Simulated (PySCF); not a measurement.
## Shapes and spin states of MnSI2

Computed with PySCF, B3LYP, basis Mn def2-SVP, S def2-SVP, I def2-SVP with ECP28 (scalar-relativistic core potentials, no spin–orbit coupling, density fitting).

Relaxations began from a few typed shapes and spin states; open shells are unrestricted. The search is not exhaustive: other isomers or separated fragments can lie lower, and high-lying points may rest on an excited occupation.

```tsv
spin	group	bonds	angles	imaginary modes (cm⁻¹)	ΔE (kJ/mol)	ΔE with ZPE (kJ/mol)
broken-symmetry Ms = 3/2 (⟨S²⟩ 4.78)	C2v	Mn–I 2.535 Å (×2), Mn–S 2.116 Å	I–Mn–I 145.3°, I–Mn–S 107.4° (×2)	1 found	-0.2	–
broken-symmetry Ms = 3/2 (⟨S²⟩ 4.77)	C2v	Mn–I 2.534 Å (×2), Mn–S 2.115 Å	I–Mn–I 144.5°, I–Mn–S 107.8° (×2)	none	0.0	0.0
broken-symmetry Ms = 1/2 (⟨S²⟩ 2.16)	C2v	Mn–I 2.491 Å (×2), Mn–S 2.007 Å	I–Mn–I 132.0°, I–Mn–S 114.0° (×2)	none	113.8	115.2
broken-symmetry Ms = 1/2 (⟨S²⟩ 2.17)	C2v	Mn–I 2.491 Å (×2), Mn–S 2.008 Å	I–Mn–I 132.7°, I–Mn–S 113.6° (×2)	none	114.1	115.1
```

The lowest minimum found is the broken-symmetry Ms = 3/2 (⟨S²⟩ 4.77) C2v: Mn–I 2.534 Å (×2), Mn–S 2.115 Å; I–Mn–I 144.5°, I–Mn–S 107.8° (×2).

For the lowest minimum: the determinant is spin-contaminated (⟨S²⟩ = 4.77, pure value 3.75). With open d or f shells other occupations or spin states may lie lower. With an element this heavy the missing spin–orbit coupling can shift these numbers.
